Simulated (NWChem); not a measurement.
System: Si₂NH₆F; SMILES N[Si@H](F)[SiH3]

Here is an NWChem input.

```
start job
memory heap 200 mb stack 900 mb global 1100 mb
geometry units angstroms
  N      1.511881     0.868498     0.624029
  Si     0.477302    -0.392955     0.083038
  F      0.799743    -0.421942    -1.502036
  Si    -1.705192     0.197777     0.475577
  H      2.454793     0.917749     0.271789
  H      1.477659     1.182707     1.577957
  H      0.905984    -1.746847     0.457123
  H     -2.634045    -0.833132     0.000481
  H     -2.120669     1.456945    -0.149065
  H     -1.953285     0.345167     1.916076
end
basis spherical
  * library def2-svp
end
dft
  xc xpbe96 cpbe96
  disp vdw 4
  iterations 150
end
driver
  maxiter 120
end
task dft optimize
task dft freq
```

The level has its own optimisation; frequencies are unscaled.

Question: Give the results of this calculation. (PBE-D3(BJ)/def2-SVP.) Quantities: r N–Si (Å); r H–N (Å); r F–Si (Å); r Si–Si (Å); highest harmonic frequency (cm⁻¹); lowest (cm⁻¹); zero-point energy (kcal/mol); dipole (D).

Answer: The r N–Si (Å) comes out as 1.726, the r H–N (Å) is 1.023 and the r F–Si (Å) is 1.654. The r Si–Si (Å) comes out as 2.347 and the highest harmonic frequency (cm⁻¹) is 3589. The lowest (cm⁻¹) is 90. The zero-point energy (kcal/mol) is 38.2 and the dipole (D) is 2.00.
